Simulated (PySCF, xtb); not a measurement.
Ligand exchange on a metal centre used in film growth or etching (W F-NH2). Isolated molecules, 0 K electronic values unless said otherwise. One relaxed conformer stands for each flexible species; it need not be the lowest.

Quantity: redistribution energy (mixed species minus the weighted end members), in kcal/mol.

Level 1: B3LYP/6-31G* (LANL2DZ on W) // BP86-D3(BJ)/def2-SVP (PySCF)
Level 2: PBE/6-31G* (LANL2DZ on W) // BP86-D3(BJ)/def2-SVP (PySCF)
Level 3: SVWN5/6-31G* (LANL2DZ on W) // BP86-D3(BJ)/def2-SVP (PySCF)
Level 4: GFN2-xTB (xtb)

```tsv
species	level 2	level 3	level 4
2 of 6 F replaced by NH2: [W(F)4(NH2)2]	-12.0	-11.6	-13.9
3 of 6 F replaced by NH2: [W(F)3(NH2)3]	-16.1	-16.2	-32.5
4 of 6 F replaced by NH2: [W(F)2(NH2)4]	-10.2	-9.74	-23.5
5 of 6 F replaced by NH2: [W(F)(NH2)5]	-3.69	-2.11	-12.7
1 of 6 F replaced by NH2: [W(F)5(NH2)]	-4.86	-4.80	-15.5
```

Task: What does level 1 give for each?

Result: 
- 2 of 6 F replaced by NH2: [W(F)4(NH2)2]: -14.1
- 3 of 6 F replaced by NH2: [W(F)3(NH2)3]: -18.2
- 4 of 6 F replaced by NH2: [W(F)2(NH2)4]: -11.9
- 5 of 6 F replaced by NH2: [W(F)(NH2)5]: -4.23
- 1 of 6 F replaced by NH2: [W(F)5(NH2)]: -6.21
